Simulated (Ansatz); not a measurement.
The input (input.yaml):

```yaml
crystal:
  periodic: [false, false, false]
  atoms:
    - { symbol: Al, position_ang: [-0.706, -1.1014, -0.2672] }
    - { symbol: O, position_ang: [0.9329, -0.6083, -1.6187] }
    - { symbol: O, position_ang: [-0.3093, -2.2123, 0.8725] }
    - { symbol: O, position_ang: [-2.0681, -0.9872, -1.179] }
    - { symbol: H, position_ang: [0.6269, 0.3638, -0.8435] }
    - { symbol: "N", position_ang: [-0.0226, 0.9882, 0.1505] }
    - { symbol: C, position_ang: [0.857, 1.4303, 1.2111] }
    - { symbol: H, position_ang: [0.6238, -0.3864, -2.4936] }
    - { symbol: H, position_ang: [0.2815, -2.6979, 1.4254] }
    - { symbol: H, position_ang: [-2.9319, -1.1626, -1.5178] }
    - { symbol: H, position_ang: [-0.5744, 1.7513, -0.2172] }
    - { symbol: H, position_ang: [0.3, 1.8409, 2.0607] }
    - { symbol: H, position_ang: [1.5512, 2.2006, 0.8531] }
    - { symbol: H, position_ang: [1.4389, 0.581, 1.5636] }
magnetization:
  spin_polarized: true
basis:
  gaussian: { orbitals: STO-3G }
hamiltonian:
  xc: pbe
md:
  timestep: 0.5
  n_steps: 150
  ensemble: nve
  temperature: 600.0
  initial_velocities: maxwell_boltzmann
  seed: 750077
```

Run as:

```bash
$ ansatz run input.yaml --threads 1 --pin off --max-ram 2048MiB --backend cpu --events-out ev --progress --plain --runs-dir out
```

Hardware: 1 thread of Arm Neoverse V2, on a shared host.

Task: Roughly how long does this run take, and how much memory?

Result: 9.5 min, with a peak of 0.12 GiB, for 151 ionic steps.
